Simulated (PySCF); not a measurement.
Bonding in `CO[SiH2]OCC=O`

C3H8O3Si.
SMILES with atom numbers: `[CH3:1][O:2][SiH2:3][O:4][CH2:5][CH:6]=[O:7]` (hydrogens: H8, H9, H10 on C1; H11, H12 on Si3; H13, H14 on C5; H15 on C6)

Geometry (PBE0-D3(BJ)/def2-SVP, Å), atoms numbered from 1 in this order:
```xyz
15
C3H8O3Si angstrom
C     -2.5938    1.0073   -0.2006
O     -1.5171    0.1441   -0.4322
Si    -0.7405   -0.8144    0.6702
O      0.8112   -1.0330    0.1328
C      1.6879    0.0089   -0.1802
C      2.9862   -0.5659   -0.6972
O      3.9514    0.0983   -0.9511
H     -2.5140    1.5251    0.7734
H     -2.6156    1.7721   -0.9919
H     -3.5575    0.4687   -0.2232
H     -0.7651   -0.1138    1.9937
H     -1.3138   -2.1807    0.7613
H      1.2753    0.6759   -0.9615
H      1.9208    0.6465    0.6951
H      2.9608   -1.6801   -0.8266
```

Bond orders from the PBE0/pcSseg-1 density (PySCF). The structure is a single PBE0-D3(BJ)/def2-SVP conformer in the gas phase; no vibrational or solvent corrections.

(1) How far do the computed orders between heavy atoms stray from the drawn ones?

(2) Give the Mayer order of every bond, beside its length.

## Answers

(1) The largest departure is 0.125, at O4–C5 (drawn single, 0.875). Drawn single, order below 0.88: O4–C5 (0.875).

(2) 
| bond | drawn as | length (Å) | Mayer order |
| --- | --- | --- | --- |
| C1–O2 | single | 1.399 | 0.901 |
| O2–Si3 | single | 1.654 | 0.949 |
| Si3–O4 | single | 1.657 | 0.963 |
| O4–C5 | single | 1.397 | 0.875 |
| C5–C6 | single | 1.511 | 0.950 |
| C6–O7 | double | 1.199 | 2.040 |
| C1–H8 | single | 1.106 | 0.962 |
| C1–H9 | single | 1.101 | 0.968 |
| C1–H10 | single | 1.104 | 0.965 |
| Si3–H11 | single | 1.498 | 0.894 |
| Si3–H12 | single | 1.484 | 0.913 |
| C5–H13 | single | 1.107 | 0.924 |
| C5–H14 | single | 1.108 | 0.929 |
| C6–H15 | single | 1.122 | 0.930 |

Bonds between the same two heavy elements. C–O: lowest O4–C5 (0.875, 1.397 Å), highest C6–O7 (2.040, 1.199 Å). O–Si: all 2 within 0.02 of one another (0.949 to 0.963).

Sum the orders of all bonds at each heavy atom with more than one neighbour and set the sums beside the valence in the SMILES.

C1 3.796 (drawn 4), O2 1.850 (drawn 2), Si3 3.719 (drawn 4), O4 1.838 (drawn 2), C5 3.678 (drawn 4), C6 3.920 (drawn 4). Orders between atoms that aren't bonded are not in these sums.

Mayer orders depend on the basis set.
